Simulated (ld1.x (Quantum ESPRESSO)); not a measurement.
**tungsten, PAW: configuration errors across variants**

- Element: W
- Generator: ld1.x (Quantum ESPRESSO) 7.5
- Type: PAW
- Functional: PBE
- Relativity: scalar-relativistic
- Frozen core: [Kr] 4d10
- Valence charge: 28
- Reference configuration: 4f14 5s2 5p6 5d4 6s1.5 6p0 (charge +0.5)
- Partial waves: 5s (bound): rcut 1.50, rcutus 2.05 bohr; 6s (bound): rcut 1.50, rcutus 2.05 bohr; 5p (bound): rcut 2.15, rcutus 2.30 bohr; 6p (bound, empty): rcut 2.15, rcutus 2.30 bohr; 5d (bound): rcut 1.40, rcutus 1.85 bohr; 5d channel at 0.2 Ry: rcut 1.40, rcutus 1.85 bohr; 4f (bound): rcut 0.90, rcutus 1.25 bohr; 4f channel at 0.35 Ry: rcut 0.90, rcutus 1.25 bohr
- Local potential: all-electron potential smoothed inside 1.10 bohr (lloc = -1)
- Core correction: a·sin(br)/r model core, default radius (ld1.x builds one for every PAW set, though the input has nlcc=.false.)
- Augmentation charge: PSQ, inside the norm-conserving radii

All-electron excitation energies from the reference (eV): (1) 4f14 5s2 5p6 5d4 6s2 6p0 -3.633; (2) 4f14 5s2 5p6 5d4 6s1 6p0 5.251; (3) 4f14 5s2 5p6 5d4 6s0 6p0 20.930.

The default core radius of the base comes out at 0.32 bohr.

The overlap operator is not positive definite (basis up to 400 Ry) in “base”, “core correction a·sin(br)/r model core inside 0.76 bohr”, “local potential all-electron potential smoothed inside 1.54 bohr (lloc = -1)”. Such files are unfit for use, however small their errors in these radial tests.

3 further variants failed, have other tests or another functional or relativity, and are left out.

Errors AE − PS in meV (a dash: test not solved or not reliable):

```csv
change,(1),(2),(3),bound ghosts
base,+1.5,-1.8,-7.1,not determined (overlap not positive)
core correction a·sin(br)/r model core inside 0.76 bohr,+1.6,-1.8,-7.0,not determined (overlap not positive)
local potential all-electron potential smoothed inside 1.54 bohr (lloc = -1),+1.3,-1.9,-6.9,not determined (overlap not positive)
```

**Question.** Give the same row for: wave 4f channel at 0.35 Ry: rcut 0.90, rcutus 1.25 bohr becomes 4f channel at -1.93 Ry: rcut 0.90, rcutus 1.25 bohr.

**Answer.** +1.6, -1.8, -7.0; bound ghosts: not determined (overlap not positive). Its overlap operator is not positive definite in a basis up to 400 Ry (lowest eigenvalue s -0.04, p -0.53), so the file is unfit for use: the generalised eigenproblem breaks down once the basis is large enough, and its test numbers describe a broken file.
